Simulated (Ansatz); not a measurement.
Reaction 4 R1 + R2 → 4 P1 + P2, each structure at its B3LYP-D3(BJ)/def2-TZVP stationary point, reached from a drawn start (curvature not checked).
P1, HCl (SMILES Cl) (charge 0, multiplicity 1):
```
atom   x (Å)   y (Å)    z (Å)
----  ------  ------  -------
Cl    0.0000  0.0000   0.6410
H     0.0000  0.0000  -0.6410
```
R1: HF (SMILES F), charge 0, multiplicity 1.
R2, SiCl4 (SMILES Cl[Si](Cl)(Cl)Cl) (charge 0, multiplicity 1):
```tsv
atom	x (Å)	y (Å)	z (Å)
Si	0.0000	0.0000	0.0000
Cl	1.1735	1.1735	1.1735
Cl	1.1735	-1.1735	-1.1735
Cl	-1.1735	1.1735	-1.1735
Cl	-1.1735	-1.1735	1.1735
```
P2, SiF4 (SMILES F[Si](F)(F)F) (charge 0, multiplicity 1, Z-matrix in Å and degrees):
```
Si
F 1 1.5673
F 1 1.5673 2 109.47
F 1 1.5673 2 109.47 3 -120.00
F 1 1.5673 2 109.47 3 120.00
```

P less R. No zero-point or thermal terms.

Correlated levels freeze the cores.

Run with Ansatz (Gaussian orbitals). Each number belongs to the level named beside it.

### Question
Predict the reaction energy from SCS-MP2/cc-pV(T+d)Z.

### Answer
-56.6 kcal/mol

### Question
Predict the reaction energy from CCSD(T)/cc-pV(Q+d)Z.

### Answer
-54.2 kcal/mol

### Question
Estimate the reaction energy that CCSD(T)/cc-pV(T+d)Z returns for this input.

### Answer
-56.5 kcal/mol

Ansatz is a quantum-chemistry and plane-wave program.
